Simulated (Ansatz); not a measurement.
`B[S][GaH][SiH3]` + NH₃ → `[NH2][GaH][SiH3]` + `BS` at 400 K and 1 bar (ligand exchange at a Ga–S bond).

Calculated with Ansatz (gas phase, PBE0-D4/def2-TZVP geometries, no zero-point term in ΔE). CBS: MP2 limit from def2 TZ/QZ plus the TZ coupled-cluster correction, frozen cores. This one scheme is used for every species. For Ga outer-core shells are correlated without core-valence functions, which leaves a few kJ/mol of doubt a bond. Scalar relativity is left out up to krypton. One conformer a species, not always the lowest.

| species | CCSD(T)/CBS energy (Eh) | H − E (kJ/mol) | S (J/(mol·K)) |
| --- | --- | --- | --- |
| `B[S][GaH][SiH3]` | -2639.22992 | 179.8 | 414.3 |
| NH₃ | -56.50880 | 104.2 | 203.1 |
| `[NH2][GaH][SiH3]` | -2271.34304 | 180.6 | 371.9 |
| `BS` | -424.38198 | 95.9 | 260.4 |

H − E and S are ideal-gas, rigid-rotor, harmonic terms from PBE0-D4/def2-TZVP, for one conformer and one mirror image of each species. 1 Eh = 2625.50 kJ/mol, R = 8.31446 J/(mol·K).

By hand: ΔE, ΔH, ΔS and ΔG.

ΔE = (-2271.34304) + (-424.38198) − (-2639.22992) − (-56.50880) = 0.01370 Eh = 36.0 kJ/mol. Δ(H − E) = 180.6 + 95.9 − 179.8 − 104.2 = -7.5, so ΔH = 28.5 kJ/mol. ΔS = 371.9 + 260.4 − 414.3 − 203.1 = 14.9 J/(mol·K). ΔG = 28.5 − 400 × (14.9)/1000 = 22.5 kJ/mol.

By hand: the equilibrium constant, and the temperature at which ΔG would vanish if ΔH and ΔS stayed fixed.

log₁₀ K = −ΔG/(RT ln 10) = -2.9. ΔG = 0 at ΔH/ΔS = 1913 K, though so small a ΔS makes that figure unsure.

The number of gas molecules stays the same, so ΔS is small and ΔH decides. A doubt of 5 kJ/mol in ΔE shifts log₁₀ K by 0.7 here. Other conformers and mirror images would add mixing entropy, several J/(mol·K) or more a flexible species. Modes under 60 cm⁻¹, often nearly free rotors, make the harmonic entropy too high. These are equilibria of isolated gas molecules and say nothing of rates. Largest T1 diagnostic: 0.015 (customary marks: 0.02 for closed shells, 0.045 for open ones).
